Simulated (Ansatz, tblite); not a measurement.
Breaking a bond: GaO, doublet.

ROCCSD(T) = CCSD(T) on ROHF/cc-pVQZ, cores with 3d frozen (Ansatz, a first-principles code); UCCSD = CCSD on UHF/cc-pVQZ, cores with 3d frozen run with Ansatz; GFN2-xTB, 300 K electronic temperature (tblite); UHF/cc-pVQZ (Ansatz).

Energies are in kcal/mol, each relative to the lowest point of its own curve near equilibrium.

```csv
R / Å,ROCCSD(T),UCCSD,GFN2-xTB,UHF
1.38,70.2,73.9,41.7,91.4
1.46,30.0,34.4,16.0,54.4
1.52,11.6,16.2,6.2,37.3
1.62,21.3,21.3,0.2,16.9
1.66,14.1,13.9,0.0,11.0
1.71,7.7,7.3,1.0,5.6
1.76,3.5,3.2,2.9,2.1
1.80,1.4,1.3,4.9,0.6
1.86,0.0,0.0,8.5,0.0
1.96,0.9,1.2,15.7,2.1
2.13,8.0,8.6,29.2,10.6
2.30,18.0,19.1,42.8,21.6
2.57,35.0,36.5,59.6,38.9
2.82,49.5,51.9,76.3,47.0
3.03,60.0,62.6,90.2,49.3
3.41,74.7,76.2,112.7,50.7
3.72,81.7,82.0,127.5,51.2
4.12,86.6,86.6,—,51.4
4.58,—,86.9,—,51.5
5.14,—,87.1,—,51.7
6.02,—,87.3,—,51.8
6.94,—,87.3,—,51.8
```

At the longest distance, 6.94 Å, UCCSD lies highest above its minimum (87.3 kcal/mol) and UHF lowest (51.8 kcal/mol).

A dash means that the run gave no value there, or that the column was ended at a point which the program doubted or which failed a test of continuity chosen for this set; such a test can also cut sound points.

The T1 diagnostic of CCSD on the restricted reference of ROCCSD(T) exceeds 0.045 at 3.03 to 5.14 Å. The unrestricted determinant behind UCCSD, UHF is spin-contaminated at 1.62 to 1.66, 2.57 to 6.94 Å (<S²> up to 1.8, against 0.75 for a pure doublet).
